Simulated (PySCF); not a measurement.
C2H7B2, CH6B2N, C2H6AlB, C3H8B and others (calculated)

All values are calculated (PySCF 2.14.0). Calculation on a computer-drawn molecule: optimised geometry and harmonic frequencies of an isolated molecule of the commonest isotopes, restricted reference for singlets and unrestricted otherwise, frozen core in MP2.

Common to all runs: method HF.

(1) C2H7B2

Start structure:
```xyz
11
C2H7B2
B     -0.8333    -0.7209    -1.1619
C      0.1523    -0.1986    -0.1787
B      0.4691    -1.5461     0.7833
C     -0.2732    -1.7247     1.9803
H     -1.9876    -0.5788    -0.9003
H     -0.6064    -1.1804    -2.2051
H      1.1696     0.0144    -0.6704
H     -0.1283     0.6067     0.4984
H      1.1609    -2.3203     0.3154
H      0.0318    -2.2820     2.8281
H     -1.1685    -1.2079     2.1662
```

Here we set charge 0, multiplicity 2 and basis cc-pVDZ.

The calculation gives: rotational constants 20.32, 3.917, 3.893 GHz; total energy -129.1357 hartree; spin squared 0.7574; convergence status largest gradient component 2.364e-05 hartree/bohr.

Drawn bonds:
| atom | other atom | order |
| --- | --- | --- |
| 1 | 2 | 1 |
| 2 | 3 | 1 |
| 3 | 4 | 1 |
| 1 | 5 | 1 |
| 1 | 6 | 1 |
| 2 | 7 | 1 |
| 2 | 8 | 1 |
| 3 | 9 | 1 |
| 4 | 10 | 1 |
| 4 | 11 | 1 |

Optimised structure:
```xyz
11
C2H7B2
B     -0.8474    -0.6536    -1.3718
C      0.0256    -0.2601    -0.1286
B      0.3608    -1.5357     0.7517
C     -0.1383    -1.7039     2.2031
H     -2.0022    -0.3297    -1.4614
H     -0.3750    -1.3157    -2.2579
H      1.0010     0.0626    -0.5257
H     -0.4141     0.5457     0.4629
H      1.0300    -2.4133     0.2691
H      0.0983    -2.5741     2.8085
H     -0.7524    -0.9608     2.7054
```

Modes:
| frequency (cm⁻¹) | reduced mass (dalton) |
| --- | --- |
| 63.29 | 2.453 |
| 147.7 | 1.085 |
| 244.3 | 1.514 |
| 314.9 | 1.346 |
| 365.1 | 2.23 |
| 722.7 | 1.155 |
| 739 | 1.122 |
| 786.4 | 1.826 |
| 829.2 | 1.268 |
| 882.2 | 1.354 |
| 969.9 | 1.654 |
| 1054 | 2.292 |
| 1081 | 1.706 |
| 1108 | 2.039 |
| 1168 | 1.518 |
| 1217 | 1.319 |
| 1331 | 1.247 |
| 1350 | 1.771 |
| 1536 | 1.126 |
| 1559 | 1.221 |
| 2655 | 1.058 |
| 2672 | 1.087 |
| 2722 | 1.127 |
| 3125 | 1.065 |
| 3228 | 1.095 |
| 3266 | 1.056 |
| 3354 | 1.113 |

(2) CH6B2N

Start structure:
```xyz
10
CH6B2N
B     -0.8345     0.4244    -1.7701
C     -0.6158     1.3446    -0.4075
B     -1.3950     0.8145     0.7319
N     -2.1413     0.2839     1.7059
H     -1.1935    -0.6378    -1.7691
H     -0.7384     0.9959    -2.8312
H      0.5383     1.1934    -0.3635
H     -0.7569     2.4161    -0.6710
H     -2.0609     0.5410     2.6722
H     -2.8708    -0.3342     1.6109
```

Here we set charge 1, multiplicity 1 and basis cc-pVDZ.

Results for CH6B2N: rotational constants 25.84, 4.003, 3.566 GHz; total energy -144.9616 hartree; convergence status largest gradient component 1.635e-05 hartree/bohr.

Drawn bonds:
| atom | other atom | order |
| --- | --- | --- |
| 1 | 2 | 1 |
| 2 | 3 | 1 |
| 3 | 4 | 1 |
| 1 | 5 | 1 |
| 1 | 6 | 1 |
| 2 | 7 | 1 |
| 2 | 8 | 1 |
| 4 | 9 | 1 |
| 4 | 10 | 1 |

Optimised structure:
```xyz
10
CH6B2N
B     -0.8683     0.4694    -1.8198
C     -0.6411     1.3256    -0.4642
B     -1.4162     0.8114     0.7038
N     -2.1209     0.3208     1.7130
H     -1.1847    -0.6800    -1.7601
H     -0.6599     1.0155    -2.8538
H      0.4286     1.1450    -0.2575
H     -0.7818     2.3981    -0.6120
H     -1.9595     0.5835     2.6727
H     -2.8650    -0.3475     1.5865
```

Modes:
| frequency (cm⁻¹) | reduced mass (dalton) |
| --- | --- |
| 121.4 | 1.188 |
| 149.7 | 1.947 |
| 179.6 | 1.137 |
| 344.9 | 1.892 |
| 446.1 | 2.406 |
| 614.1 | 1.24 |
| 637.4 | 1.533 |
| 761.4 | 2.17 |
| 856.6 | 1.317 |
| 927.1 | 2.496 |
| 992.7 | 1.8 |
| 1028 | 1.626 |
| 1162 | 1.35 |
| 1242 | 1.424 |
| 1310 | 1.142 |
| 1460 | 1.114 |
| 1614 | 1.212 |
| 1803 | 5.141 |
| 2730 | 1.051 |
| 2851 | 1.131 |
| 3123 | 1.068 |
| 3256 | 1.09 |
| 3715 | 1.052 |
| 3810 | 1.097 |

(3) C2H6AlB

Start structure:
```xyz
10
C2H6AlB
B     -0.3226    -0.9083     0.3327
C      0.8577     0.1479     0.4560
C      0.6443     1.3172     1.4083
Al    -0.4907    -0.0822     2.3071
H     -1.2641    -0.5671    -0.3249
H     -0.0696    -2.1117     0.3790
H      1.8626    -0.3474     0.7912
H      1.0958     0.5105    -0.5826
H      1.5684     1.8132     1.7029
H      0.0030     2.0465     0.8885
```

Settings of this run: charge 0, multiplicity 1 and basis cc-pV(D+d)Z.

Results for C2H6AlB: rotational constants 12.42, 3.165, 2.707 GHz; total energy -345.7819 hartree; convergence status largest gradient component 3.246e-05 hartree/bohr.

Drawn bonds:
| atom | other atom | order |
| --- | --- | --- |
| 1 | 2 | 1 |
| 2 | 3 | 1 |
| 3 | 4 | 1 |
| 1 | 5 | 1 |
| 1 | 6 | 1 |
| 2 | 7 | 1 |
| 2 | 8 | 1 |
| 3 | 9 | 1 |
| 3 | 10 | 1 |

Optimised structure:
```xyz
10
C2H6AlB
B     -0.2036    -0.9518    -0.0442
C      0.9252     0.0194     0.4576
C      0.4980     1.2162     1.3352
Al    -0.3923     0.8588     3.1090
H     -1.2781    -1.0066     0.5034
H     -0.0017    -1.7084    -0.9567
H      1.5876    -0.6623     1.0258
H      1.5507     0.3311    -0.3879
H      1.3733     1.8499     1.5589
H     -0.1742     1.8722     0.7570
```

Modes:
| frequency (cm⁻¹) | reduced mass (dalton) |
| --- | --- |
| 96.89 | 2.212 |
| 144.2 | 1.861 |
| 169.8 | 1.444 |
| 328.6 | 1.746 |
| 509.3 | 2.173 |
| 535.6 | 2.08 |
| 609.8 | 1.287 |
| 828.3 | 1.861 |
| 974.8 | 1.634 |
| 1023 | 1.171 |
| 1080 | 1.831 |
| 1175 | 1.402 |
| 1222 | 1.629 |
| 1318 | 1.165 |
| 1350 | 1.246 |
| 1435 | 1.708 |
| 1526 | 1.07 |
| 1536 | 1.087 |
| 2637 | 1.061 |
| 2709 | 1.12 |
| 3060 | 1.072 |
| 3078 | 1.06 |
| 3111 | 1.097 |
| 3161 | 1.084 |

(4) C3H8B

Start structure:
```xyz
12
C3H8B
B      0.8010    -0.7217     0.9274
C     -0.2825    -0.3487    -0.3103
C     -0.9607    -0.4813     0.9595
C     -1.4312     0.7211     1.7493
H      1.1610    -1.7925     1.0803
H      1.4588     0.2345     1.3710
H     -0.4223    -1.1931    -0.9829
H     -0.1588     0.5805    -0.7514
H     -1.4026    -1.3707     1.1911
H     -2.4704     0.9122     1.4605
H     -1.3924     0.5467     2.8380
H     -0.8512     1.6012     1.4262
```

It was run with charge 0, multiplicity 2 and basis cc-pVDZ.

It finds rotational constants 15.69, 4.902, 4.511 GHz; total energy -142.8932 hartree; spin squared 0.7694; convergence status largest gradient component 1.916e-05 hartree/bohr.

Drawn bonds:
| atom | other atom | order |
| --- | --- | --- |
| 1 | 2 | 1 |
| 2 | 3 | 1 |
| 3 | 4 | 1 |
| 1 | 5 | 1 |
| 1 | 6 | 1 |
| 2 | 7 | 1 |
| 2 | 8 | 1 |
| 3 | 9 | 1 |
| 4 | 10 | 1 |
| 4 | 11 | 1 |
| 4 | 12 | 1 |

Optimised structure:
```xyz
12
C3H8B
B      1.1069    -0.7307     0.6750
C     -0.1979    -0.4261    -0.1558
C     -1.0961    -0.4694     1.0516
C     -1.5798     0.7724     1.7364
H      1.4427    -1.8658     0.8807
H      1.7158     0.1639     1.1973
H     -0.4643    -1.1981    -0.8783
H     -0.2215     0.5568    -0.6280
H     -1.5133    -1.4241     1.3506
H     -2.4916     1.1503     1.2555
H     -1.8165     0.5887     2.7862
H     -0.8356     1.5702     1.6875
```

Modes:
| frequency (cm⁻¹) | reduced mass (dalton) |
| --- | --- |
| 99.46 | 1.462 |
| 136.5 | 1.632 |
| 204.6 | 2.523 |
| 342.6 | 1.285 |
| 437.9 | 1.517 |
| 491.8 | 1.236 |
| 716.9 | 1.057 |
| 898 | 2.971 |
| 977.9 | 2.008 |
| 1009 | 1.225 |
| 1046 | 1.593 |
| 1067 | 1.353 |
| 1156 | 1.444 |
| 1185 | 2.212 |
| 1227 | 1.276 |
| 1289 | 1.376 |
| 1319 | 1.261 |
| 1467 | 1.355 |
| 1523 | 1.353 |
| 1571 | 1.122 |
| 1579 | 1.068 |
| 1582 | 1.065 |
| 2663 | 1.052 |
| 2733 | 1.129 |
| 3136 | 1.051 |
| 3198 | 1.058 |
| 3215 | 1.084 |
| 3256 | 1.104 |
| 3259 | 1.108 |
| 3323 | 1.089 |

(5) CH6BSi

Start structure:
```xyz
9
CH6BSi
B     -0.7204     2.6427     0.4153
C      0.3365     2.4856    -0.8919
Si     0.3745     0.5459    -1.0559
H     -0.3181     2.3559     1.4279
H     -1.8667     2.2839     0.1820
H      1.3530     2.8328    -0.6500
H      0.0508     2.9376    -1.7798
H     -0.2842    -0.0721    -0.0872
H      1.7388     0.3527    -1.3775
```

Settings of this run: charge -1, multiplicity 1 and basis aug-cc-pV(D+d)Z.

Results for CH6BSi: rotational constants 19.96, 6.048, 5.245 GHz; total energy -354.9497 hartree; convergence status largest gradient component 3.661e-05 hartree/bohr.

Drawn bonds:
| atom | other atom | order |
| --- | --- | --- |
| 1 | 2 | 1 |
| 2 | 3 | 1 |
| 1 | 4 | 1 |
| 1 | 5 | 1 |
| 2 | 6 | 1 |
| 2 | 7 | 1 |
| 3 | 8 | 1 |
| 3 | 9 | 1 |

Optimised structure:
```xyz
9
CH6BSi
B     -0.5072     2.3619     0.3411
C      0.2552     2.5795    -0.9564
Si     0.5909     0.6020    -1.3634
H      0.0615     2.2620     1.4046
H     -1.7165     2.2827     0.3564
H      1.2603     2.9990    -0.8995
H     -0.2858     2.9836    -1.8105
H     -0.6066    -0.0253    -0.6330
H      1.6124     0.3197    -0.2566
```

Modes:
| frequency (cm⁻¹) | reduced mass (dalton) |
| --- | --- |
| 117.2 | 1.229 |
| 257.6 | 2.71 |
| 483 | 1.19 |
| 499.6 | 3.949 |
| 663.8 | 1.056 |
| 705.2 | 1.064 |
| 737.2 | 1.109 |
| 978.4 | 1.196 |
| 980.5 | 1.134 |
| 1019 | 1.232 |
| 1046 | 1.216 |
| 1103 | 1.973 |
| 1152 | 1.291 |
| 1323 | 1.325 |
| 1545 | 1.19 |
| 1982 | 1.045 |
| 2007 | 1.034 |
| 2560 | 1.058 |
| 2592 | 1.119 |
| 3190 | 1.058 |
| 3243 | 1.107 |

(6) B2H5NSi

Start structure:
```xyz
9
B2H5NSi
B      0.3242     1.9339     0.2447
N     -0.2638     0.7109    -0.2580
B     -0.2444    -0.5118     0.4765
Si    -0.8912     0.7981    -1.9011
H      0.2178     2.8668    -0.3595
H      0.8840     1.8800     1.3216
H     -0.7237    -1.5326    -0.0817
H      0.2655    -0.6115     1.4844
H      0.3181     0.3616    -2.6320
```

Here we set charge 0, multiplicity 1 and basis cc-pV(D+d)Z.

Results for B2H5NSi: rotational constants 10.15, 5.168, 3.425 GHz; total energy -395.6828 hartree; convergence status largest gradient component 2.605e-05 hartree/bohr.

Drawn bonds:
| atom | other atom | order |
| --- | --- | --- |
| 1 | 2 | 1 |
| 2 | 3 | 1 |
| 2 | 4 | 1 |
| 1 | 5 | 1 |
| 1 | 6 | 1 |
| 3 | 7 | 1 |
| 3 | 8 | 1 |
| 4 | 9 | 1 |

Optimised structure:
```xyz
9
B2H5NSi
B      0.3186     1.9776     0.3882
N     -0.0280     0.8040    -0.3785
B     -0.0938    -0.4743     0.2952
Si    -0.3459     1.0503    -2.1113
H      0.3795     3.0428    -0.1603
H      0.5439     1.8879     1.5607
H     -0.3731    -1.4652    -0.3155
H      0.1341    -0.5343     1.4707
H     -0.6489    -0.3933    -2.4543
```

Modes:
| frequency (cm⁻¹) | reduced mass (dalton) |
| --- | --- |
| 219.6 | 1.036 |
| 247.7 | 1.153 |
| 310.2 | 3.423 |
| 343.1 | 3.445 |
| 393.5 | 1.023 |
| 406.8 | 2.861 |
| 678.2 | 4.105 |
| 915.4 | 1.112 |
| 981.2 | 1.758 |
| 984.2 | 1.328 |
| 1113 | 1.348 |
| 1129 | 1.422 |
| 1222 | 2.366 |
| 1286 | 1.538 |
| 1382 | 1.559 |
| 1390 | 1.883 |
| 2145 | 1.042 |
| 2673 | 1.049 |
| 2695 | 1.056 |
| 2752 | 1.128 |
| 2766 | 1.13 |

(7) CH7BNSi

Start structure:
```xyz
11
CH7BNSi
B     -1.5399    -0.5193     0.1205
N     -0.2360    -0.0246     0.4972
C      0.8787    -0.0640    -0.3424
Si     0.0831     0.7675     2.0224
H     -2.3791    -0.3769     0.9394
H     -1.6820    -0.9827    -0.9120
H      0.6222    -0.6092    -1.2693
H      1.7789     0.3077    -0.0778
H      0.5610     2.1242     1.7350
H      1.1688     0.0224     2.6295
H     -1.0886     0.8323     2.7883
```

Here we set charge 0, multiplicity 2 and basis cc-pV(D+d)Z.

The calculation gives: rotational constants 9.511, 4.8, 3.314 GHz; total energy -410.0165 hartree; spin squared 0.764; convergence status largest gradient component 1.091e-05 hartree/bohr.

Drawn bonds:
| atom | other atom | order |
| --- | --- | --- |
| 1 | 2 | 1 |
| 2 | 3 | 1 |
| 2 | 4 | 1 |
| 1 | 5 | 1 |
| 1 | 6 | 1 |
| 3 | 7 | 1 |
| 3 | 8 | 1 |
| 4 | 9 | 1 |
| 4 | 10 | 1 |
| 4 | 11 | 1 |

Optimised structure:
```xyz
11
CH7BNSi
B     -1.5185    -0.4733     0.1408
N     -0.2374     0.0132     0.4832
C      0.8309    -0.0671    -0.4318
Si     0.0947     0.8074     2.0249
H     -2.4217    -0.3689     0.9224
H     -1.6880    -0.9884    -0.9308
H      0.6657    -0.5991    -1.3569
H      1.8399     0.0758    -0.0681
H      0.4674     2.2208     1.7959
H      1.2390     0.1319     2.6766
H     -1.1048     0.7251     2.8744
```

Modes:
| frequency (cm⁻¹) | reduced mass (dalton) |
| --- | --- |
| 79.75 | 1.095 |
| 232.9 | 1.074 |
| 300.7 | 2.313 |
| 305 | 2.71 |
| 399.6 | 2.56 |
| 471 | 1.084 |
| 506.6 | 1.418 |
| 696.7 | 3.543 |
| 751 | 1.189 |
| 769.7 | 1.222 |
| 996.5 | 1.585 |
| 1019 | 1.051 |
| 1038 | 1.123 |
| 1053 | 1.084 |
| 1085 | 1.365 |
| 1104 | 1.514 |
| 1298 | 2.186 |
| 1323 | 1.403 |
| 1462 | 3.927 |
| 1587 | 1.143 |
| 2311 | 1.051 |
| 2323 | 1.031 |
| 2363 | 1.039 |
| 2671 | 1.055 |
| 2741 | 1.129 |
| 3292 | 1.049 |
| 3420 | 1.123 |

(8) B2H3NSi

Start structure:
```xyz
7
B2H3NSi
B     -1.0440     0.6417     4.1307
N     -1.3533     1.5201     3.1133
B     -1.6524     2.3035     2.1239
Si    -1.4730     3.7375     0.8946
H     -0.5231    -0.3297     3.9551
H     -1.3693     0.9157     5.2257
H     -2.6757     3.8674     0.0688
```

Here we set charge 0, multiplicity 1 and basis cc-pV(D+d)Z.

It finds rotational constants 114.8, 2.082, 2.082 GHz; total energy -394.4783 hartree; convergence status largest gradient component 1.006e-05 hartree/bohr.

Drawn bonds:
| atom | other atom | order |
| --- | --- | --- |
| 1 | 2 | 1 |
| 2 | 3 | 2 |
| 3 | 4 | 1 |
| 1 | 5 | 1 |
| 1 | 6 | 1 |
| 4 | 7 | 1 |

Optimised structure:
```xyz
7
B2H3NSi
B     -1.1184     0.6578     4.1035
N     -1.2384     1.6240     3.0931
B     -1.3573     2.4801     2.1897
Si    -1.4326     3.9169     0.7509
H     -0.6401    -0.4165     3.8536
H     -1.4931     0.9052     5.2188
H     -2.8109     3.4887     0.3025
```

Modes:
| frequency (cm⁻¹) | reduced mass (dalton) |
| --- | --- |
| 119.8 | 4.123 |
| 131.2 | 3.884 |
| 239.7 | 1.028 |
| 320.7 | 4.682 |
| 337.6 | 5.498 |
| 437.8 | 7.718 |
| 796 | 1.268 |
| 1012 | 1.399 |
| 1102 | 1.363 |
| 1116 | 2.838 |
| 1355 | 1.422 |
| 2067 | 11.76 |
| 2172 | 1.045 |
| 2657 | 1.051 |
| 2719 | 1.129 |
